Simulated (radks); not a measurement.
Question: Spherical jellium clusters: N electrons in a uniform positive sphere of charge N and radius rs N^(1/3), rs = 3.93 bohr. Calculated with a radial shooting solver with Libxc functionals: non-relativistic Kohn-Sham, exchange-only LDA, spin-polarised, spherical densities. Levels are named by radial order and angular momentum (1s, 1p, 1d, 2s, ...), and open shells are averaged over m. At N = 29 the configuration is 1s2 1p6 1d10 2s2 1f(up 7, down 0) 2p(up 2, down 0). The background grows by one charge. Does electron 30 go into 2p up or 1f down or 1g up?

Answer: Into 2p up. The total energies of the other choices lie higher by 0.0870 eV (1f down), 0.362 eV (1g up).
